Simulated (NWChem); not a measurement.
System: CH5ClGeO; SMILES C[O][GeH2][Cl]

The following NWChem deck was run.

```
start job
memory heap 200 mb stack 900 mb global 1100 mb
geometry units angstroms
  Ge     0.372355    -0.212535    -0.493010
  Cl     0.748862     1.112632     1.091873
  O     -1.137221    -1.032577    -0.178211
  C     -2.396024    -0.470311     0.133761
  H      1.298671    -1.388300    -0.513187
  H      0.329415     0.579448    -1.784679
  H     -2.316692     0.278529     0.926005
  H     -2.850024    -0.007367    -0.745229
  H     -3.033715    -1.286032     0.476883
end
basis spherical
  * library 6-31g*
end
dft
  xc b3lyp
  iterations 150
end
driver
  maxiter 120
end
task dft optimize
task dft freq
```

B3LYP is NWChem's, with the RPA form of VWN correlation.

The level has its own optimisation; frequencies are unscaled.

Question: Predict the main results of this run. (B3LYP/6-31G* (spherical d).) Quantities: r Cl–Ge (Å); r Ge–O (Å); r C–O (Å); highest harmonic frequency (cm⁻¹); lowest (cm⁻¹); zero-point energy (kcal/mol); dipole (D).

Answer: 
```yaml
r Cl–Ge (Å): 2.192
r Ge–O (Å): 1.781
r C–O (Å): 1.426
highest harmonic frequency (cm⁻¹): 3125
lowest (cm⁻¹): 77
zero-point energy (kcal/mol): 37.3
dipole (D): 2.04
```
